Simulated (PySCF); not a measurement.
Another site gives an ion 66389.04 eV lower (`O[SiH2]Br`) at the level CAM-B3LYP-D3(BJ)/def2-TZVPD (PySCF).

Excitations are Tamm–Dancoff values on a coarser integration grid.

Z-matrix (Å, degrees):
```
N
C 1 1.4452
H 2 1.0895 1 110.58
H 2 1.0951 3 107.76 1 -121.19
H 2 1.0971 3 108.08 4 -115.82
C 1 1.4468 2 113.56 3 -177.91
H 6 1.0898 1 110.60 2 177.35
H 6 1.0950 7 107.84 1 121.22
H 6 1.0965 7 107.80 8 116.01
Si 1 1.7042 2 123.64 3 13.69
O 10 1.6513 1 116.85 2 94.18
H 11 0.9588 10 119.27 1 -67.89
H 10 1.4726 11 102.55 12 173.25
H 10 1.4795 13 113.88 11 117.97
```
Charge 0, multiplicity 1.

**Question.** Give the S1 oscillator strength, LUMO, S1 excitation (TDA), S1–T1 gap (TDA), HOMO–LUMO gap, total energy, brightest of the four lowest singlets (TDA) and dipole moment at the level CAM-B3LYP-D3(BJ)/def2-TZVPD in PySCF.

**Answer.** 
| Property | Result |
|---|---|
| S1 oscillator strength | 0.019 |
| LUMO | 0.53 eV |
| S1 excitation (TDA) | 5.75 eV |
| S1–T1 gap (TDA) | 0.19 eV |
| HOMO–LUMO gap | 8.48 eV |
| total energy | -501.1749 Ha |
| brightest of the four lowest singlets (TDA) | 6.36 eV |
| dipole moment | 1.97 D |
